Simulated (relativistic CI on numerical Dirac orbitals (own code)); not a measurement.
**L2,3 absorption of cobalt in several valence states**

Computed multiplet spectra 2p⁶3dⁿ → 2p⁵3dⁿ⁺¹ (Dirac-Coulomb-Breit ions, Slater integrals scaled by 0.8, an assumed crystal field that grows with the charge, no charge transfer; 300 K; Lorentzian 0.4 eV and Gaussian 0.3 eV FWHM at both edges, so that L2 comes out sharper than in experiment). Peaks over 5 % are given in eV from the highest peak in the L3 region of each spectrum (height, largest 100). S of the lowest state is read from ⟨S²⟩, and the branching ratio is the share of L3, cut at the minimum between the edges.

Field parameters in Wybourne normalisation: Td as Oh with Dq negative (B⁴₀ = 21Dq, B⁴₄ = √(5/14) B⁴₀). The field is a parameter set, without covalency.

- Co2+ (d7, Td, 10Dq = -4050 cm⁻¹): S = 1.50, high spin, branching ratio 0.76; peaks -0.6 (95), 0.0 (100), 1.3 (60), 2.3 (24), 3.6 (15), 15.1 (58), 17.0 (13), 17.8 (10)
- Co3+ (d6, Td, 10Dq = -5250 cm⁻¹): S = 2.00, high spin, branching ratio 0.75; peaks -2.9 (8), -0.7 (95), 0.0 (100), 0.9 (67), 2.7 (31), 4.4 (14), 13.1 (12), 14.5 (28), 15.4 (32), 16.8 (11), 17.9 (10), 18.5 (7)
- Co4+ (d5, Td, 10Dq = -6450 cm⁻¹): S = 2.50, high spin, branching ratio 0.76; peaks -2.3 (6), 0.0 (100), 1.5 (42), 4.8 (13), 14.0 (11), 14.8 (18), 16.6 (21), 17.0 (24)
- Co5+ (d4, Td, 10Dq = -7600 cm⁻¹): S = 2.00, high spin, branching ratio 0.71; peaks -4.3 (8), -3.6 (9), -2.1 (14), 0.0 (100), 0.7 (73), 2.3 (54), 3.4 (43), 3.8 (45), 7.5 (6), 9.7 (25), 11.5 (16), 13.2 (16), 15.3 (28), 16.3 (26), 16.9 (24), 18.2 (12), 19.2 (11)

The centroid of the whole edge, which also moves with the branching ratio, lies at 784.7 (Co2+), 787.5 (Co3+), 791.2 (Co4+), 795.7 (Co5+) eV in this ionic model, in steps of 2.8 to 4.5 eV. Compounds show about 1 to 2 eV a unit and lower energies for the high valences, since ligands screen the charge. The multiplet shape follows the d count and the spin state, and so serves as a fingerprint of valence.
